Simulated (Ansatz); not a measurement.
C₂H₈CuNS, SMILES `C[S+](C)[Cu-][NH2]`, relaxed with RKS PBE-D4/def2-SVP in Ansatz from a rough embedded geometry. The force threshold is 0.03 eV/Å; the program also tests the step.

Charge 0, multiplicity 1.

Start:

```xyz
13

C     0.784    0.876   -1.399
S     1.115    0.172    0.177
C     0.637   -1.507    0.130
Cu   -0.343    1.423    2.169
N    -1.800    0.888    1.325
H    -0.340    0.858   -1.587
H     1.044    1.980   -1.334
H     1.328    0.399   -2.153
H    -0.491   -1.632   -0.110
H     0.811   -2.016    1.112
H     1.200   -2.071   -0.660
H    -2.226    0.540    0.410
H    -1.719    0.091    1.920
```

Question: How much energy does the relaxation release, and in how many steps? (An estimate is asked.)

Answer: Computed: 2.64 eV, in 27 steps, 4 of them rejected.

Question: Which bonds change most? (Best estimate.)

Answer: The calculation gave: S2–Cu4 from 2.769 to 2.176 Å; S2–C3 from 1.746 to 1.829 Å; C1–S2 from 1.757 to 1.832 Å; C1–H8 from 1.044 to 1.108 Å.

Question: Give the relaxed structure. (Estimate.)

Answer: Computed: 
```xyz
13

C     1.055    0.825   -1.472
S     1.059    0.134    0.225
C     0.906   -1.646   -0.168
Cu   -0.847    0.672    1.128
N    -2.423    1.248    1.842
H     0.135    0.531   -2.013
H     1.080    1.925   -1.363
H     1.956    0.484   -2.020
H    -0.009   -1.840   -0.761
H     0.832   -2.175    0.800
H     1.806   -1.990   -0.714
H    -3.181    0.575    1.641
H    -2.370    1.257    2.874
```
